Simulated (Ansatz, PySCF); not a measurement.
Isomers of AlH5OSi: 1 is [AlH2][O][SiH3], 2 is [AlH]([OH])[SiH3]; one conformer of each (the lowest of an xTB search), B3LYP-D3(BJ)/def2-TZVP minima.
Isomer 1 (charge 0, multiplicity 1):
```json
[
 {"atom": "Al", "x (Å)": "1.8149", "y (Å)": "-0.3379", "z (Å)": "0.3210"},
 {"atom": "O", "x (Å)": "0.1850", "y (Å)": "-0.0384", "z (Å)": "0.0146"},
 {"atom": "Si", "x (Å)": "-1.3935", "y (Å)": "0.2588", "z (Å)": "-0.2487"},
 {"atom": "H", "x (Å)": "2.1790", "y (Å)": "-1.2993", "z (Å)": "1.5121"},
 {"atom": "H", "x (Å)": "2.8799", "y (Å)": "0.3619", "z (Å)": "-0.6016"},
 {"atom": "H", "x (Å)": "-1.5961", "y (Å)": "1.6896", "z (Å)": "-0.5806"},
 {"atom": "H", "x (Å)": "-2.1888", "y (Å)": "-0.0643", "z (Å)": "0.9604"},
 {"atom": "H", "x (Å)": "-1.8804", "y (Å)": "-0.5704", "z (Å)": "-1.3771"}
]
```
Isomer 2 (charge 0, multiplicity 1):
| atom | x (Å) | y (Å) | z (Å) |
|---|---|---|---|
| O | 2.0964 | -0.6136 | 0.0666 |
| Al | 0.8676 | 0.5508 | -0.1163 |
| Si | -1.4305 | -0.2727 | 0.0788 |
| H | 3.0335 | -0.4180 | 0.0117 |
| H | 1.2734 | 2.0566 | -0.3947 |
| H | -2.1900 | -0.0081 | -1.1730 |
| H | -2.1502 | 0.4343 | 1.1723 |
| H | -1.5001 | -1.7293 | 0.3546 |

No zero-point or thermal terms.

Rows in 3-21G carry no dispersion term and start afresh at each structure.

Run with Ansatz (Gaussian basis) for Hartree–Fock, density functionals and correlated methods; PySCF for 3-21G rows, the dispersion terms. 

**Question.** One of these levels gives 117.0 kJ/mol for the electronic energy of isomer 2 less that of isomer 1. Which?
A. BLYP-D3(BJ)/def2-TZVPP
B. HF/3-21G
C. HF/cc-pV(D+d)Z
D. SVWN5/def2-TZVPP

**Answer.** C, HF/cc-pV(D+d)Z. The others give 129.4 (HF/3-21G), 74.9 (SVWN5/def2-TZVPP), 93.6 (BLYP-D3(BJ)/def2-TZVPP)

Ansatz is a first-principles code.
